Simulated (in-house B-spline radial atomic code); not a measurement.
Computed with a B-spline radial atomic code. Model: two electrons, singlet ground state, non-relativistic, full CI in B-splines with partial waves to l = 8 (at full coupling up to 3e-4 hartree above the limit, correlation up to 0.6 % small), density held at that of full coupling by Lieb maximisation.

Along the adiabatic connection the electron repulsion is scaled by a coupling λ while a local potential keeps the density fixed. At λ = 0 the system is the Kohn-Sham one and W equals the exchange energy; the exchange-correlation energy is the area under W between 0 and 1. The kinetic energy rises with λ as the electrons avoid each other, with dT/dλ = −λ dW/dλ.

Command:
```bash
python run_ac.py task.json out
```
Settings (lengths in bohr, energies in hartree):
```
potential              yukawa
strength               3.56
lmax                   8
second                 0.236
```

Cost of the run: 7.8 s on 1 thread of Intel(R) Xeon(R) Processor @ 2.30GHz (shared host).

**W = mean repulsion less Hartree energy, and W of three functionals.**

Given: confinement screened point charge; nuclear charge 3.56; screening of the nucleus 0.236 1/bohr; external potential -Z exp(-k r)/r.

Computed: LDA exchange minus exact 279.07 millihartree; SCAN exchange minus exact -4.8051 millihartree.

| coupling | W xc (hartree) | W xc minus exchange (millihartree) | kinetic minus Kohn-Sham (millihartree) | LDA (PW92) W minus its exchange (millihartree) | PBE W minus its exchange (millihartree) | SCAN W minus its exchange (millihartree) |
| --- | --- | --- | --- | --- | --- | --- |
| 0 | -1.9911 | 0 | 0 | 0 | 0 | 0 |
| 0.02 | -1.993 | -1.885 | 0 | -13.47 | -1.84 | -1.84 |
| 0.05 | -1.9958 | -4.695 | 0.1 | -28.15 | -4.62 | -4.55 |
| 0.12 | -2.0023 | -11.177 | 0.7 | -55.27 | -11.15 | -10.74 |
| 0.25 | -2.0141 | -22.945 | 2.8 | -94.58 | -23.25 | -21.82 |
| 0.4 | -2.0272 | -36.103 | 7.1 | -131.29 | -37.01 | -34.07 |
| 0.6 | -2.0441 | -52.983 | 15.5 | -172.2 | -54.87 | -49.63 |
| 0.8 | -2.0603 | -69.145 | 26.8 | -207.26 | -72.1 | -64.41 |
| 1 | ? | ? | ? | ? | ? | ? |
| 1.4 | ? | ? | ? | ? | ? | ? |
| 2 | -2.1444 | -153.26 | 142.6 | -357.02 | -162.6 | -140.62 |
| 3 | -2.201 | -209.89 | 283.3 | -442.38 | -224.01 | -192.05 |
| 4.5 | -2.2694 | -278.25 | 537.5 | -537.91 | -298.99 | -255.07 |
| 7 | -2.3532 | -362.07 | 1013.1 | -650.18 | -393.47 | -334.71 |
| 10 | -2.423 | -431.92 | 1600.4 | -743.64 | -475.95 | -403.75 |

(1) What belongs in the row 1?

(2) What belongs in the row 1.4?

(3) What is the PBE exchange minus exact?

**Energy parts, natural occupations and partial-wave weights.**

Computed: exchange energy -1.9911 hartree; correlation energy -0.043864 hartree; kinetic part of the DFT correlation energy 0.040769 hartree; initial slope twice GL2 -0.094454 hartree; kinetic part over minus potential part 0.48172; Hartree energy 3.9822 hartree; Lieb Oxford ratio E_xc over LDA exchange 1.1886.

```tsv
natural	occupation of the shell (electrons)
s	1.9954
p	?
s	0.0018589
d	0.00012206
p	8.8892e-05
s	3.9045e-05
```

(4) What belongs in the row p?

```csv
wave,weight
s,0.99864
p,?
d,6.8542e-05
f,9.8493e-06
g,2.3134e-06
```

(5) What belongs in the row p?

(6) What is the Kohn-Sham kinetic?

(7) What is the total energy?

Results:

(1) W xc (hartree): -2.0757; W xc minus exchange (millihartree): -84.633; kinetic minus Kohn-Sham (millihartree): 40.8; LDA (PW92) W minus its exchange (millihartree): -238.23; PBE W minus its exchange (millihartree): -88.68; SCAN W minus its exchange (millihartree): -78.51.

(2) W xc (hartree): -2.1049; W xc minus exchange (millihartree): -113.74; kinetic minus Kohn-Sham (millihartree): 75.6; LDA (PW92) W minus its exchange (millihartree): -291.54; PBE W minus its exchange (millihartree): -119.97; SCAN W minus its exchange (millihartree): -104.89.

(3) 32.186 millihartree.

(4) occupation of the shell (electrons): 0.0024542.

(5) weight: 0.001276.

(6) 10.477 hartree.

(7) -9.0127 hartree.

Half-way to full coupling W has made 53 % of its drop, against 50 % for a straight line, and second-order (GL2) theory, half the initial slope, overshoots the correlation energy by about 8 %: correlation is weak here. Over couplings 0 to 1 the errors in E_xc come to about +180 millihartree for LDA, +31 millihartree for PBE, -2.0 millihartree for SCAN, so SCAN is nearest. In LDA and PBE and SCAN the errors of exchange and correlation have opposite signs, so the sum is smaller than the larger of the two.
